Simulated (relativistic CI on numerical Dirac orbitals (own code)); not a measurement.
# Hyperfine structure of Tb XLIX, mass number 157

Method of calculation: Dirac-Coulomb-Breit CI, separate exchange-only KLI orbitals for each configuration, QED by a radiative potential, unscaled Slater integrals (own radial code, finite nucleus).

Configurations in the expansion (outside the closed core [Ne]): 3s²3p⁵, 3s3p⁶, 3s²3p⁴3d, 3s3p⁵3d, 3p⁶3d, 3s3p⁴3d², 3s²3p³3d4p, 3p⁶4s, 3s3p⁴3d4s, 3s²3p⁴4s, 3p⁶4p, 3s²3p⁴4p, 3s²3p³3d², 3s²3p²3d³, 3s3p³3d³, 3s²3p²3d²4s, 3s²3p²3d²4p. Double excitations out of closed p, d and f shells are left out; levels of such configurations are missing from the list, as are those of other unlisted configurations, and high levels can miss mixing partners.

Nuclear spin I = 3/2, μ = 2.03 μN, Q = 1.4 b (tables of Stone and Pyykkö). The electronic factors are computed for point nuclear moments, without core polarisation or the Bohr-Weisskopf and QED corrections.

```tsv
Level	E (cm⁻¹)	A (GHz)	B (GHz)
3s²3p⁵ ²P°3/2	0	180.2	-363
3s²3p⁵ ²P°1/2	1507763	1360	
3s²3p⁴3d ²D3/2	1805002	100.6	221
3s²3p⁴3d ⁴F9/2	1984357	102.2	114
3s²3p⁴3d ²P1/2	2009571	20.48	
3s²3p⁴3d ²D5/2	2179316	51.15	398
3s3p⁶ ²S1/2	2798646	3238
```

Levels with J = 0, under 50 % of one LS term, or S terms without an open s electron are left out. Small factors come from cancelling terms and can be off by tens of per cent or more.

At this charge energies of transitions that change n are usually good to better than 1 %, and those within a shell (Δn = 0) to a few per cent.

Question: Give the hyperfine levels of 3s²3p⁵ ²P°1/2 relative to its centre of gravity.

Answer: With K = F(F + 1) − I(I + 1) − J(J + 1), E = AK/2: F = 1: -1700, F = 2: 1020 GHz.

LS names give the leading component of a level, which can be under half, so a name can repeat, a term be missing and a line seem to break the LS rules.
